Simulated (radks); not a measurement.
Ca I, configuration [Ar] 4s1.5 4p0.5 (fractional occupations, a model configuration). All-electron calculation, scalar-relativistic Kohn-Sham, PBE, spin-polarised, spherical densities, finite nucleus; open shells are filled with parallel spins first; Fermi nuclear charge, rms radius 3.4776 fm. Program: a radial shooting solver on a logarithmic mesh with Libxc functionals.

Radial electron density D(r) = 4 pi r^2 rho(r):

| r (bohr) | D(r) (e/bohr) | spin D(r) |
|---|---|---|
| 0.002901 | 0.5359 | 0.0000915 |
| 0.003324 | 0.6896 | 0.000118 |
| 0.003838 | 0.8982 | 0.000153 |
| 0.004433 | 1.166 | 0.000199 |
| 0.005079 | 1.487 | 0.000253 |
| 0.005865 | 1.916 | 0.000326 |
| 0.00672 | 2.424 | 0.000412 |
| 0.007761 | 3.091 | 0.000525 |
| 0.008963 | 3.917 | 0.000664 |
| 0.01027 | 4.866 | 0.000822 |
| 0.01186 | 6.072 | 0.00102 |
| 0.0137 | 7.503 | 0.00126 |
| 0.01569 | 9.068 | 0.00151 |
| 0.01812 | 10.95 | 0.00181 |
| 0.02093 | 13.02 | 0.00213 |
| 0.02398 | 15.10 | 0.00243 |
| 0.02769 | 17.33 | 0.00273 |
| 0.03172 | 19.35 | 0.00297 |
| 0.03664 | 21.23 | 0.00313 |
| 0.04231 | 22.65 | 0.00317 |
| 0.04848 | 23.41 | 0.00307 |
| 0.05598 | 23.48 | 0.00281 |
| 0.06466 | 22.77 | 0.00244 |
| 0.07408 | 21.50 | 0.00209 |
| 0.08555 | 19.82 | 0.00191 |
| 0.0988 | 18.22 | 0.00216 |
| 0.1132 | 17.25 | 0.00303 |
| 0.1307 | 17.19 | 0.00479 |
| 0.1498 | 18.20 | 0.00720 |
| 0.173 | 20.18 | 0.0102 |
| 0.1998 | 22.49 | 0.0127 |
| 0.2289 | 24.17 | 0.0138 |
| 0.2643 | 24.56 | 0.0126 |
| 0.3052 | 23.01 | 0.00896 |
| 0.3497 | 19.83 | 0.00425 |
| 0.4039 | 15.37 | 0.000393 |
| 0.4627 | 11.16 | 0.000614 |
| 0.5344 | 7.802 | 0.00700 |
| 0.6171 | 6.185 | 0.0192 |
| 0.707 | 6.155 | 0.0325 |
| 0.8165 | 6.976 | 0.0417 |
| 0.943 | 7.703 | 0.0398 |
| 1.08 | 7.657 | 0.0275 |
| 1.248 | 6.677 | 0.0100 |
| 1.441 | 5.069 | 0.0000875 |
| 1.651 | 3.461 | 0.00802 |
| 1.907 | 2.085 | 0.0389 |
| 2.184 | 1.252 | 0.0854 |
| 2.523 | 0.8077 | 0.144 |
| 2.913 | 0.6500 | 0.203 |
| 3.338 | 0.6062 | 0.247 |
| 3.855 | 0.5571 | 0.262 |
| 4.452 | 0.4622 | 0.237 |
| 5.1 | 0.3405 | 0.187 |
| 5.89 | 0.2129 | 0.125 |
| 6.803 | 0.1155 | 0.0734 |
| 7.794 | 0.05730 | 0.0397 |
| 9.001 | 0.02401 | 0.0183 |
| 10.31 | 0.009255 | 0.00769 |
| 11.91 | 0.002868 | 0.00256 |
| 13.75 | 0.0007313 | 0.000685 |
| 15.76 | 0.0001636 | 0.000158 |

D(r) has 3 maxima, at r = 0.0529, 0.254, 1.01 bohr, and minima at 0.123, 0.663 bohr, inside which lie 2.15, 10.37 electrons.
